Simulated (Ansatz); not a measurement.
Computed with Ansatz on PBE0-D4/def2-TZVP structures; ΔE is electronic, products minus reactants. CCSD(T)/CBS is the MP2 limit (def2-TZVPP, def2-QZVPP) plus CCSD(T) − MP2 in def2-TZVPP, frozen cores. This one scheme is used for every species. DFT in def2-TZVPP. B3LYP here is the variant with VWN-RPA as its local correlation; programs differ in this. HSE06 is defined as in plane-wave codes. Each species was taken in one conformer, which may not be the lowest.

Reaction (ligand exchange at the Si–C bond): `CO[SiH](F)C#N` + H₂S → `CO[SiH](F)S` + `C#N`

```json
{"level": "LDA (SPW92)", "ΔE (kJ/mol)": "-24.7", "difference from CCSD(T)/CBS": "-5.4"}
{"level": "PBE-D4", "ΔE (kJ/mol)": "-23.6", "difference from CCSD(T)/CBS": "-4.3"}
{"level": "revPBE-D4", "ΔE (kJ/mol)": "-23.9", "difference from CCSD(T)/CBS": "-4.6"}
{"level": "BLYP-D4", "ΔE (kJ/mol)": "-17.3", "difference from CCSD(T)/CBS": "2.0"}
{"level": "r2SCAN-D4", "ΔE (kJ/mol)": "-21.9", "difference from CCSD(T)/CBS": "-2.6"}
{"level": "B97M-V", "ΔE (kJ/mol)": "-20.9", "difference from CCSD(T)/CBS": "-1.6"}
{"level": "B3LYP-D4", "ΔE (kJ/mol)": "-17.4", "difference from CCSD(T)/CBS": "1.9"}
{"level": "HSE06-D4", "ΔE (kJ/mol)": "-23.1", "difference from CCSD(T)/CBS": "-3.8"}
{"level": "BHLYP-D4", "ΔE (kJ/mol)": "-17.1", "difference from CCSD(T)/CBS": "2.2"}
{"level": "CAM-B3LYP-D4", "ΔE (kJ/mol)": "-16.2", "difference from CCSD(T)/CBS": "3.1"}
{"level": "ωB97X-V", "ΔE (kJ/mol)": "-19.7", "difference from CCSD(T)/CBS": "-0.4"}
{"level": "ωB97M-V", "ΔE (kJ/mol)": "-19.7", "difference from CCSD(T)/CBS": "-0.4"}
{"level": "B2PLYP", "ΔE (kJ/mol)": "-16.1", "difference from CCSD(T)/CBS": "3.2"}
{"level": "PBE-QIDH", "ΔE (kJ/mol)": "-21.1", "difference from CCSD(T)/CBS": "-1.8"}
{"level": "PBE", "ΔE (kJ/mol)": "-22.4", "difference from CCSD(T)/CBS": "-3.1"}
{"level": "revPBE", "ΔE (kJ/mol)": "-21.1", "difference from CCSD(T)/CBS": "-1.8"}
{"level": "BLYP", "ΔE (kJ/mol)": "-14.6", "difference from CCSD(T)/CBS": "4.7"}
{"level": "r2SCAN", "ΔE (kJ/mol)": "-21.8", "difference from CCSD(T)/CBS": "-2.5"}
{"level": "PBE0", "ΔE (kJ/mol)": "-22.4", "difference from CCSD(T)/CBS": "-3.1"}
{"level": "B3LYP", "ΔE (kJ/mol)": "-15.4", "difference from CCSD(T)/CBS": "3.9"}
{"level": "r2SCANh", "ΔE (kJ/mol)": "-22.0", "difference from CCSD(T)/CBS": "-2.7"}
{"level": "r2SCAN0", "ΔE (kJ/mol)": "-22.1", "difference from CCSD(T)/CBS": "-2.8"}
{"level": "BHLYP", "ΔE (kJ/mol)": "-14.9", "difference from CCSD(T)/CBS": "4.4"}
{"level": "CAM-B3LYP", "ΔE (kJ/mol)": "-15.2", "difference from CCSD(T)/CBS": "4.1"}
{"level": "LC-ωPBE", "ΔE (kJ/mol)": "-21.9", "difference from CCSD(T)/CBS": "-2.6"}
{"level": "RPA@PBE/def2-TZVPP", "ΔE (kJ/mol)": "-11.3", "difference from CCSD(T)/CBS": "8.0"}
{"level": "MP2/def2-SVP", "ΔE (kJ/mol)": "-15.3", "difference from CCSD(T)/CBS": "4.0"}
{"level": "CCSD/def2-SVP", "ΔE (kJ/mol)": "-14.1", "difference from CCSD(T)/CBS": "5.2"}
{"level": "CCSD(T)/def2-SVP", "ΔE (kJ/mol)": "-13.8", "difference from CCSD(T)/CBS": "5.5"}
{"level": "HF/def2-TZVPP", "ΔE (kJ/mol)": "-11.1", "difference from CCSD(T)/CBS": "8.2"}
{"level": "MP2/def2-TZVPP", "ΔE (kJ/mol)": "-17.8", "difference from CCSD(T)/CBS": "1.5"}
{"level": "SCS-MP2/def2-TZVPP", "ΔE (kJ/mol)": "-14.0", "difference from CCSD(T)/CBS": "5.3"}
{"level": "CCSD/def2-TZVPP", "ΔE (kJ/mol)": "-14.9", "difference from CCSD(T)/CBS": "4.4"}
{"level": "CCSD(T)/def2-TZVPP", "ΔE (kJ/mol)": "-15.8", "difference from CCSD(T)/CBS": "3.5"}
{"level": "HF/def2-QZVPP", "ΔE (kJ/mol)": "-10.3", "difference from CCSD(T)/CBS": "9.0"}
{"level": "MP2/def2-QZVPP", "ΔE (kJ/mol)": "-19.5", "difference from CCSD(T)/CBS": "-0.2"}
{"level": "SCS-MP2/def2-QZVPP", "ΔE (kJ/mol)": "-15.7", "difference from CCSD(T)/CBS": "3.6"}
{"level": "HF/CBS(def2)", "ΔE (kJ/mol)": "-10.2", "difference from CCSD(T)/CBS": "9.1"}
{"level": "MP2/CBS(def2)", "ΔE (kJ/mol)": "-21.2", "difference from CCSD(T)/CBS": "-1.9"}
{"level": "CCSD/CBS(def2)", "ΔE (kJ/mol)": "-18.3", "difference from CCSD(T)/CBS": "1.0"}
{"level": "CCSD(T)/CBS", "ΔE (kJ/mol)": "-19.3", "difference from CCSD(T)/CBS": "0"}
```

Largest T1 diagnostic among the species: 0.014.

In def2-TZVPP, CCSD(T) changes the Hartree–Fock value by −4.7 kJ/mol (the triples alone add −1.0 kJ/mol) and MP2 by −6.7 kJ/mol. At CCSD(T), def2-SVP lies +5.5 kJ/mol from the extrapolated value and def2-TZVPP +3.5 kJ/mol. Leaving LDA and LC-ωPBE aside and taking each functional with its dispersion term where it has one, the values spread over 7.8 kJ/mol, from revPBE-D4 to B2PLYP.
